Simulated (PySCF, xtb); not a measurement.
BBrClH2N, SMILES NB(Cl)Br.

xtb 6.7.1 with GFN2-xTB at its own geometry gives an orbital gap of 5.27 eV and a dipole moment of 5.35 D.

Geometry optimised at PBE0-D3(BJ)/def2-SVP. The values are those of a single conformer.

Task: What does PBE0/def2-TZVPD in PySCF give? (The exact figures need the calculation; the answer reports its results.)

Result: gap 8.13 eV (levels -8.35 and -0.23 eV), dipole 2.78 D.
